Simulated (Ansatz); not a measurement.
CH$_{3}$Cl$_{3}$GeSe (`C[Se][Ge]([Cl])([Cl])[Cl]`) at its PBE0-D4/def2-TZVP geometry, where that method's forces vanish. Charge 0, multiplicity 1.

```xyz
9

C    -1.2408   -0.8877   -0.6914
Se    0.3542   -0.0872   -1.4957
Ge    1.1669    0.8007    0.4788
Cl   -0.2052    2.1761    1.3740
Cl    2.9957    1.8170    0.0930
Cl    1.5178   -0.7044    1.9579
H    -1.8702   -0.1139   -0.2581
H    -0.9538   -1.6259    0.0537
H    -1.7647   -1.3746   -1.5122
```

(1) What forces (eV/Å) does B3LYP-D4/def2-TZVPP give on these atoms in Ansatz 0.2.0? (Estimate.)

Results:

(1) Ansatz gave: 
```
C1  -0.296 -0.156  0.117
Se2  0.163  0.025 -0.364
Ge3 -0.013 -0.023 -0.076
Cl4 -0.233  0.233  0.148
Cl5  0.314  0.174 -0.069
Cl6  0.061 -0.256  0.248
H7   0.031 -0.072 -0.023
H8  -0.044  0.050 -0.049
H9   0.017  0.025  0.068
```

B3LYP here is the variant with VWN-RPA as its local correlation; programs differ in this.
